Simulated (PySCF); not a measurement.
C4H2BrCl, SMILES C#C/C=C(/Cl)Br. Atoms are numbered in the order given.

```xyz
8

C      0.5679    -3.2796     0.0000
C      0.9246    -2.1140     0.0000
C      1.3863    -0.7820     0.0000
C      0.5922     0.3158     0.0000
Cl     1.2584     1.9033     0.0000
Br    -1.2836     0.2204     0.0000
H      0.2400    -4.3027     0.0000
H      2.4690    -0.6071     0.0000
```
Charge 0, spin multiplicity 1.

Geometry: r2SCAN-D4/def2-SVP. The structure was generated by enumeration; whether it is a known compound was not checked.

Two levels are set side by side: PBE/pcSseg-1 (PySCF) and B3LYP/pcSseg-1 (PySCF). GIAO shifts against HCl (³⁵Cl), TMS (¹H), TMS (¹³C) at the same level; non-relativistic, no solvent, atoms listed together averaged. Without spin–orbit terms, shifts of atoms bonded to Cl or Br come out too high at both levels. Differences are taken from unrounded values.

```tsv
quantity	PBE
δ(¹³C) of C1 (ppm)	99.7
δ(¹³C) of C2 (ppm)	85.4
δ(¹³C) of C3 (ppm)	120.4
δ(¹³C) of C4 (ppm)	159.7
δ(³⁵Cl) of Cl5 (ppm)	405.3
δ(¹H) of H7 (ppm)	3.98
δ(¹H) of H8 (ppm)	6.30
```

Q: These are the PBE values. What does B3LYP give? (An estimate is asked for; the answer gives what the named calculation found.)

A: 
| quantity | B3LYP | PBE minus B3LYP |
|---|---|---|
| δ(¹³C) of C1 (ppm) | 100.2 | -0.5 |
| δ(¹³C) of C2 (ppm) | 81.8 | 3.6 |
| δ(¹³C) of C3 (ppm) | 124.9 | -4.5 |
| δ(¹³C) of C4 (ppm) | 165.4 | -5.7 |
| δ(³⁵Cl) of Cl5 (ppm) | 379.0 | 26.4 |
| δ(¹H) of H7 (ppm) | 3.99 | 0.00 |
| δ(¹H) of H8 (ppm) | 6.29 | 0.01 |

Rough cost on one machine, each run with all the roots and properties that it gave: B3LYP against PBE within a factor of 2.
